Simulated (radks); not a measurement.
Question: Tl III, 79 electrons, occupied as [Xe] 4f14 5d10 7s1 (not the ground configuration). All-electron calculation, Dirac Kohn-Sham, LDA (Slater exchange, Perdew-Wang correlation), spin-unpolarised, spherical densities, finite nucleus; Fermi nuclear charge, rms radius 5.4759 fm. Program: a radial shooting solver on a logarithmic mesh with Libxc functionals.

Spin-orbit splittings of the eigenvalues, e(l+1/2) - e(l-1/2), with zeta = 2 splitting/(2l+1) and mean radii in bohr:

| shell | occ. | splitting (eV) | zeta (eV) | <r> j=l-1/2 | <r> j=l+1/2 |
|---|---|---|---|---|---|
| 2p | 6 | 2063 | 1375 | 0.05591 | 0.06470 |
| 3p | 6 | 458.6 | 305.7 | 0.1675 | 0.1836 |
| 3d | 10 | 98.03 | 39.21 | 0.1595 | 0.1644 |
| 4p | 6 | 111.7 | 74.50 | 0.3932 | 0.4278 |
| 4d | 10 | 20.85 | 8.342 | 0.4336 | 0.4447 |
| 4f | 14 | 4.604 | 1.315 | 0.4645 | 0.4710 |
| 5p | 6 | ? | ? | 0.9399 | 1.034 |
| 5d | 10 | 2.315 | 0.9258 | 1.320 | 1.367 |
| 6p | 0 | 2.309 | 1.539 | 2.590 | 2.853 |
| 6d | 0 | 0.1858 | 0.07431 | 4.329 | 4.417 |

Estimate the 5p splitting.

Answer: 20.46 eV (zeta = 13.64 eV).
